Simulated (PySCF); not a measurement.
Checking a proposed structure

A compound C7H8NP gives the data below (simulated from a calculation) and was assigned the structure `c1cpc(C2CC2)cn1`.

13C{1H} NMR (computed): δ 214.3 (C), 176.2 (CH), 150.0 (CH), 125.8 (CH), 30.3 (CH), 23.0 (CH2, 2C).

1H NMR (400 MHz, computed): δ 9.59 (m, 1H), 8.87 (m, 1H), 7.46 (m, 1H), 2.60 (m, 1H), 1.52 (m, 2H), 1.03 (m, 2H).

- coordinates at the GFN2-xTB level
- σ from GIAO-PBE0/pcSseg-1
- program: PySCF 2.14.0 with density-fitted response routines
- fast rotation and ring inversion assumed for equivalent nuclei, no solvent, non-relativistic Hamiltonian, single conformer

References, each an isolated molecule treated in the same way: 1H (31.72 ppm) and 13C (186.93 ppm) vs TMS.

**Question.** Compare with the shifts computed for the proposed structure, pairing carbons in order of shift.

**Answer.** Structure with atom numbers: `[cH:1]1[cH:2][p:3][c:4]([CH:5]2[CH2:6][CH2:7]2)[cH:8][n:9]1`; H(Xn) means a hydrogen on atom n.

| atom | computed for proposal | given list | difference |
| --- | --- | --- | --- |
| C4 | 183.5 | 214.3 | -30.8 |
| C2 | 155.9 | 176.2 | -20.3 |
| C8 | 155.1 | 150.0 | +5.1 |
| C1 | 154.3 | 125.8 | +28.5 |
| C6 | 24.1 | 30.3 | -6.2 |
| C7 | 24.1 | 23.0 | +1.1 |
| C5 | 22.9 | 23.0 | -0.1 |

The rms difference is 17.9 ppm and the largest -30.8 ppm at C4 (substituted aromatic carbon). The carbon types in order of shift don't match either: C, CH, CH, CH, CH2, CH2, CH for the proposal against C, CH, CH, CH, CH, CH2, CH2 in the data. The proposal doesn't fit.

**Question.** Which isomer fits?

**Answer.** `c1cnc(C2CC2)pc1`.

δC 214.3: substituted aromatic carbon next to a ring nitrogen. δC 150.0: aromatic CH next to a ring nitrogen; the adjacent pyridine-type nitrogen withdraws density from it. δH 9.59, 7.46: hydrogen on an aromatic CH; the ring current deshields protons in the ring plane. δH 8.87: hydrogen on an aromatic CH next to a ring nitrogen; ring current plus the neighbouring ring nitrogen.

This is the structure that produced the data.

Splittings by 31P in the carbon and heteronuclear signals aren't shown, as no couplings were computed. Shifts are as computed. Against solution values, carbons near 30 ppm lie about +3 ppm off and those near 130 ppm about +5 ppm. Of 1211 compounds with measured shifts, 218 miss one by over three times the rms of a fit or turn the order of signals round; such compounds aren't used in these exercises. No couplings were computed; multiplicities are counted from neighbouring protons, with m where these are inequivalent, close in shift, in a saturated or five-membered ring or joined by F or P, and br s for small geminal =CH2 splittings.
